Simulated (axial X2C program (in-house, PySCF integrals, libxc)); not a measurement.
## GaN: cheaper levels and CCSD(T), 2c

All values were computed with an in-house relativistic program for diatomic molecules. Two-component (2c) means X2C with spin–orbit coupling and atomic mean-field two-electron Coulomb and Gaunt terms. Basis: Ga dyall-cv3z [9s9p7d4f1g], N dyall-av3z [7s7p3d2f] (cores contracted in-house); Gaussian nuclei, density fitting, unrestricted open shells. Masses: Ga 68.926 u, N 14.003 u.

State: Ω = 1 (⟨Sz⟩ = 1.00, ⟨Lz⟩ = 0.00 at HF); fragments Ga + N.

```tsv
level	Re (Å)	ωe (cm⁻¹)	De (eV)
PBE0	1.996	508.9	n/a
HF	1.984	530.8	n/a
CCSD	2.009	508.4	1.84
M06	2.008	494.5	n/a
```

Correlated methods: 8 electrons correlated (number of frozen shells: Ga 3 s, 2 p, 1 d; N 1 s), 260 virtual spin orbitals or spinors in MP2, 90 natural virtuals in coupled cluster.

CCSD(T), same Hamiltonian and basis:

Re = 2.016 Å, ωe = 501.1 cm⁻¹, De = 1.94 eV; T1 = 0.019 (Lee–Taylor normalisation).

Question: Give the differences from CCSD(T) in the columns below.

Answer: 

| level | ΔRe (Å) | Δωe (cm⁻¹) | ΔDe (eV) |
| --- | --- | --- | --- |
| PBE0 | -0.020 | 8 | n/a |
| HF | -0.032 | 30 | n/a |
| CCSD | -0.007 | 7 | -0.10 |
| M06 | -0.008 | -7 | n/a |

The state is one determinant whose occupation by symmetry is held fixed; it was picked as the lowest of a PBE0 search that is not exhaustive. De is counted from the lowest determinant-based energies of the atoms at the same level, without counterpoise correction. De is not given where an atomic determinant may have missed its ground term or J level, or where the truncated virtual space spoils (T). Density functionals use the spin component along the axis (collinear). Coupled cluster ran in a truncated set of natural virtual spinors; the MP2 energy of the rest was added. (T) has no such correction and the atoms are truncated less, which lowers De at CCSD(T) by a hundredth of an eV or more. PBE0 can misorder states that lie within some tenths of an eV, so this need not be the ground state of the molecule. The nearest other 2c determinant of the search, Ω = 2, lies 0.38 eV up at the distance of the search. Without a current term, density functionals place determinants with orbital angular momentum somewhat too high. With several unpaired electrons one determinant need not be a pure state. Open-shell Ω = 0 determinants with evenly filled partner blocks cannot be reached by this program, so the Ω shown need not be the lowest component. This is the Ω = 1 component of a π² triplet; the 0⁺ component is not one determinant and can lie lowest. The determinant is spin-polarised beyond a pure state at some levels (its spin-free form has ⟨S²⟩ too high), which makes Re and μ there less reliable. With the outer-core shells frozen, correlated bond lengths of heavy atoms tend to come out a few hundredths of an ångström too long.
